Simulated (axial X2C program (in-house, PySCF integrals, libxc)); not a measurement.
# What spin–orbit coupling does to LiRe⁺

Calculated with an in-house relativistic program for diatomic molecules. Spin-free means the one-electron spin-free X2C Hamiltonian; two-component (2c) means X2C with spin–orbit coupling and atomic mean-field two-electron Coulomb and Gaunt terms, so the difference of the two also holds small scalar two-electron terms. Basis: Re dyall-cv3z [13s14p9d7f4g], Li dyall-cv3z [7s8p2d] (cores contracted in-house); Gaussian nuclei, density fitting, unrestricted open shells. Masses: Re 186.956 u, Li 7.016 u.

Spin-free state: M_S = 5/2, Λ = 0 (beyond evenly filled blocks: σα, π+α, π-α, δ+α, δ-α); fragments Re + Li+.

| level | Re (Å) | ωe (cm⁻¹) | De (eV) | μ (D) |
| --- | --- | --- | --- | --- |
| PBE0 | 2.832 | 276.7 | 1.028 | 7.85 |
| HF | 3.139 | 210.7 | 1.040 | 8.25 |
| CCSD | 2.890 | 264.4 | 0.764 | n/a |
| CCSD(T) | 2.877 | 268.9 | 0.744 | n/a |
| BP86 | 2.824 | 275.2 | 0.938 | 8.18 |

Correlated methods: 7 electrons correlated (number of frozen shells: Re 5 s, 4 p, 2 d, 1 f; Li 1 s), 289 virtual spin orbitals or spinors in MP2, 82 natural virtuals in coupled cluster.

Dipoles are positive if Li is the positive end and refer to the centre of mass.

Two-component determinant lowest at the distance of the search:

Ω = 5/2 (⟨Sz⟩ = 2.47, ⟨Lz⟩ = 0.03 at HF); fragments Re + Li+.

```csv
level,Re (Å),ωe (cm⁻¹),De (eV),μ (D)
PBE0,2.834,275.9,1.023,7.87
HF,3.135,211.7,1.049,8.29
CCSD,2.890,264.3,0.763,n/a
CCSD(T),2.877,268.8,0.742,n/a
BP86,2.828,273.3,0.927,8.21
```

Question: From the two tables, how do the constants change at the CCSD(T) level (2c against spin-free)?

Answer: At the CCSD(T) level Re is unchanged within 0.001 Å and ωe is unchanged to within 0.2 cm⁻¹; De changes by -0.002 eV.

The state is a single determinant with fixed occupations, the lowest that a limited PBE0 search found. De is counted from the lowest determinant-based energies of the atoms at the same level, without counterpoise correction. Density functionals use the spin component along the axis (collinear). Coupled cluster ran in a truncated set of natural virtual spinors; the MP2 energy of the rest was added. (T) has no such correction and the atoms are truncated less, which lowers De at CCSD(T) by a hundredth of an eV or more. With several unpaired electrons one determinant need not be a pure state. This is the top spin component of a Σ state; components of lower Ω are not single determinants and can lie lower. The determinant is spin-polarised beyond a pure state at some levels (its spin-free form has ⟨S²⟩ too high), which makes Re and μ there less reliable. The T1 diagnostic is large, a sign of multireference character.
